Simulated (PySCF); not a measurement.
Isomers of C3H5Cl. Gas-phase values, no solvent. Strings in code marks are SMILES.

These are PBE0-D3(BJ)/def2-TZVP in PySCF values and carry that method's errors. Delta-SCF ions had no search for a lower state. Excitations are Tamm–Dancoff values on a coarser integration grid. The basis has no diffuse functions, so Rydberg states are missing or too high.

| species | vertical ionisation energy (Delta-SCF) (eV) | T1 excitation (TDA) (eV) |
|---|---|---|
| `C=C(C)Cl` | 9.47 | 4.19 |
| `C1CC1Cl` | 10.05 | 6.23 |
| `C/C=C/Cl` | 9.29 | ___ |
| `C/C=C\Cl` | 9.34 | ___ |

Problem. Some entries are withheld; supply them.

Solution. 
- `C/C=C/Cl`, T1 excitation (TDA) (eV): 4.13
- `C/C=C\Cl`, T1 excitation (TDA) (eV): 4.20
